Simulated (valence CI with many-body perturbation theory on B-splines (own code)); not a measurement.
## E1 transitions of Ce⁷⁺

Computed by relativistic CI+MBPT: five valence electrons over a frozen Dirac-Fock core [Kr] 4d10, radial functions for each j: 7 s, 7 p, 7 d, 7 f, 4 g, 2 h, with the one-electron correlation potential Σ1, the two-electron term Σ2, the three-electron term Σ3, Breit, model QED; selected CI, second order for the rest (own B-spline code, finite nucleus).

No measured levels were compared; by estimate levels hold to about 250 cm⁻¹ or 0.2 % of their energy and the worst to 1 %, as in measured heavy ions of charge 2 to 7; those with d or f electrons hold less well. Among the levels kept, up to 2500 cm⁻¹ of a level comes from second order outside the variational space, and about a tenth of that is noise between levels of different J, which matters for small intervals.

Lines 201 to 250 of 523 in falling wavelength, among levels below 305830 cm⁻¹, chosen from the strongest by gf and those to the six lowest levels. Wavelengths and rates use the calculated energies, so an error of 200 cm⁻¹ moves a line at 54.84 nm by 0.11 % and its rate by three times that or more. Electric multipoles are in the length gauge, E1 and E2 with the static RPA response of the core. Weak lines are less certain than strong ones. Lines between different terms over intervals too small for the method are left out, as are lines whose strength nearly cancels. Where a level lies close to another of its J and parity, the split of strength between their lines is uncertain. The highest levels of a list are the least certain.

Names give the largest LS component (configuration and term), which can be under half, so a name can repeat, a term be missing and a line seem to break the LS rules; names also repeat where a configuration has a term twice. Letters in brackets count levels of one name in rising energy.

| λ vac (nm) | Upper | Lower | A (s⁻¹) | log gf | Branch % |
| --- | --- | --- | --- | --- | --- |
| 54.84 | 4f5s5p³ ⁴F_7/2 [d] | 4f5s²5p² ⁴G°_9/2 | 6.40e+08 | -0.64 | 18.9 |
| 54.83 | 4f5s5p³ ²F_7/2 [b] | 4f5s²5p² ²F°_7/2 [a] | 2.73e+08 | -1.01 | 6.7 |
| 54.75 | 4f5s5p³ ⁴G_9/2 [b] | 4f5s²5p² ⁴G°_9/2 | 8.13e+08 | -0.44 | 28.7 |
| 54.68 | 4f5s5p³ ²D_5/2 [a] | 4f5s²5p² ⁴D°_7/2 [a] | 1.57e+09 | -0.38 | 44.9 |
| 54.68 | 4f5s5p³ ²G_9/2 [b] | 4f5s²5p² ²F°_7/2 [a] | 9.60e+08 | -0.37 | 22.8 |
| 54.66 | 4f5s5p³ ²F_7/2 [b] | 4f5s²5p² ²F°_5/2 [a] | 1.92e+08 | -1.16 | 4.7 |
| 54.66 | 4f5s5p³ ⁴F_7/2 [d] | 4f5s²5p² ⁴D°_7/2 [b] | 3.63e+08 | -0.89 | 10.7 |
| 54.65 | 5s²5p²5d ⁴P_5/2 | 4f5s²5p² ⁴G°_7/2 | 4.23e+08 | -0.94 | 2.0 |
| 54.49 | 4f5s5p³ ⁴F_3/2 [d] | 4f5s²5p² ²D°_5/2 [a] | 1.05e+09 | -0.73 | 10.0 |
| 54.44 | 4f5s5p³ ²G_9/2 [b] | 4f5s²5p² ⁴G°_11/2 | 1.85e+08 | -1.08 | 4.4 |
| 54.44 | 4f5s5p³ ²G_7/2 | 4f5s²5p² ²G°_9/2 [b] | 1.75e+08 | -1.21 | 4.5 |
| 54.35 | 4f5s5p³ ²P_3/2 | 5s²5p³ ²P°_3/2 | 8.15e+07 | -1.84 | 2.8 |
| 54.34 | 4f5s5p³ ²D_5/2 [b] | 4f5s²5p² ²G°_7/2 | 8.28e+08 | -0.66 | 4.7 |
| 54.33 | 4f5s5p³ ²G_7/2 | 4f5s²5p² ²G°_7/2 | 2.06e+08 | -1.14 | 5.3 |
| 54.18 | 4f5s5p³ ⁴F_5/2 [b] | 4f5s²5p² ⁴D°_7/2 [b] | 9.40e+08 | -0.61 | 9.2 |
| 54.11 | 5s5p⁴ ²S_1/2 | 5s²5p³ ²P°_3/2 | 2.43e+09 | -0.67 | 71.5 |
| 54.06 | 4f5s5p³ ⁴P_3/2 | 4f5s²5p² ⁴G°_5/2 | 1.08e+08 | -1.72 | 1.8 |
| 54.06 | 4f5s5p³ ²F_5/2 [b] | 4f5s²5p² ²D°_5/2 [a] | 4.57e+08 | -0.92 | 4.4 |
| 53.98 | 4f5s5p³ ²D_5/2 [c] | 4f5s²5p² ²D°_3/2 [a] | 2.25e+08 | -1.23 | 1.1 |
| 53.95 | 4f5s5p³ ²F_5/2 [b] | 4f5s²5p² ⁴G°_7/2 | 1.01e+09 | -0.58 | 9.7 |
| 53.91 | 4f5s5p³ ⁴D_3/2 [a] | 4f5s²5p² ⁴D°_5/2 | 3.60e+08 | -1.20 | 2.1 |
| 53.91 | 4f5s5p³ ⁴F_9/2 [b] | 4f5s²5p² ⁴G°_9/2 | 4.45e+08 | -0.71 | 10.2 |
| 53.90 | 5s²5p²5d ²D_5/2 [a] | 4f5s²5p² ²F°_7/2 [a] | 8.22e+08 | -0.67 | 3.8 |
| 53.86 | 4f5s5p³ ⁴G_5/2 [b] | 4f5s²5p² ⁴F°_3/2 | 6.91e+08 | -0.74 | 6.0 |
| 53.83 | 4f5s5p³ ⁴F_7/2 [d] | 4f5s²5p² ²D°_5/2 [a] | 3.71e+08 | -0.89 | 10.9 |
| 53.80 | 4f5s5p³ ⁴F_3/2 [e] | 4f5s²5p² ²D°_5/2 [a] | 1.25e+09 | -0.66 | 11.3 |
| 53.80 | 4f5s5p³ ⁴G_7/2 [b] | 4f5s²5p² ⁴G°_9/2 | 9.65e+08 | -0.47 | 24.4 |
| 53.74 | 4f5s5p³ ⁴F_9/2 [b] | 4f5s²5p² ⁴D°_7/2 [b] | 9.48e+08 | -0.39 | 21.7 |
| 53.73 | 4f5s5p³ ⁴F_7/2 [d] | 4f5s²5p² ⁴G°_7/2 | 2.89e+08 | -1.00 | 8.5 |
| 53.71 | 5s²5p²5d ⁴F_3/2 | 5s²5p³ ²D°_5/2 | 3.99e+08 | -1.16 | 24.0 |
| 53.65 | 4f5s5p³ ⁴F_7/2 [c] | 4f5s²5p² ⁴G°_5/2 | 4.13e+07 | -1.85 | 3.8 |
| 53.64 | 4f5s5p³ ⁴G_9/2 [b] | 4f5s²5p² ⁴G°_7/2 | 1.86e+08 | -1.10 | 6.6 |
| 53.63 | 4f5s5p³ ⁴G_7/2 [b] | 4f5s²5p² ⁴D°_7/2 [b] | 3.69e+08 | -0.90 | 9.3 |
| 53.60 | 4f5s5p³ ²F_7/2 [b] | 4f5s²5p² ²G°_9/2 [a] | 1.78e+09 | -0.21 | 43.8 |
| 53.50 | 4f5s5p³ ²D_5/2 [a] | 4f5s²5p² ⁴G°_5/2 | 1.90e+08 | -1.31 | 5.4 |
| 53.49 | 5s²5p²5d ⁴D_5/2 | 4f5s²5p² ⁴D°_7/2 [a] | 4.27e+08 | -0.96 | 9.9 |
| 53.45 | 4f5s5p³ ²G_9/2 [b] | 4f5s²5p² ²G°_9/2 [a] | 4.47e+08 | -0.72 | 10.6 |
| 53.31 | 4f5s5p³ ²D_3/2 [c] | 4f5s²5p² ²F°_5/2 [a] | 4.49e+08 | -1.12 | 6.4 |
| 53.30 | 4f5s5p³ ²D_5/2 [c] | 4f5s²5p² ²G°_7/2 | 2.30e+09 | -0.23 | 10.9 |
| 53.27 | 4f5s5p³ ⁴F_5/2 [b] | 4f5s²5p² ⁴G°_7/2 | 5.28e+08 | -0.87 | 5.1 |
| 53.18 | 4f5s5p³ ⁴P_1/2 | 5s²5p³ ²P°_3/2 | 2.31e+08 | -1.71 | 5.4 |
| 53.04 | 5s²5p²5d ²F_7/2 [b] | 4f5s²5p² ⁴G°_7/2 | 1.92e+08 | -1.19 | 13.3 |
| 52.87 | 4f5s5p³ ⁴D_5/2 [b] | 4f5s²5p² ⁴D°_7/2 [b] | 1.81e+09 | -0.34 | 9.5 |
| 52.83 | 4f5s5p³ ⁴G_7/2 [b] | 4f5s²5p² ²D°_5/2 [a] | 3.01e+08 | -1.00 | 7.6 |
| 52.82 | 4f5s5p³ ⁴F_5/2 [c] | 4f5s²5p² ²D°_3/2 [a] | 2.72e+08 | -1.17 | 1.1 |
| 52.81 | 4f5s5p³ ⁴D_7/2 | 4f5s²5p² ²G°_9/2 [a] | 1.35e+09 | -0.34 | 27.8 |
| 52.79 | 5s²5p²5d ²G_9/2 | 4f5s²5p² ⁴G°_9/2 | 1.73e+08 | -1.14 | 14.7 |
| 52.73 | 4f5s5p³ ⁴G_7/2 [b] | 4f5s²5p² ⁴G°_7/2 | 7.72e+08 | -0.59 | 19.5 |
| 52.65 | 4f5s5p³ ⁴F_3/2 [f] | 4f5s²5p² ²D°_3/2 [a] | 7.93e+08 | -0.88 | 2.5 |
| 52.63 | 5s²5p²5d ²G_9/2 | 4f5s²5p² ⁴D°_7/2 [b] | 1.42e+08 | -1.23 | 12.0 |

Problem. How does gf follow from A for the line at 53.04 nm?

Solution. gf = 1.4992 × (2J+1)_upper × A / σ², with σ = 188520 cm⁻¹ and 2J+1 = 8: gf = 0.0649.
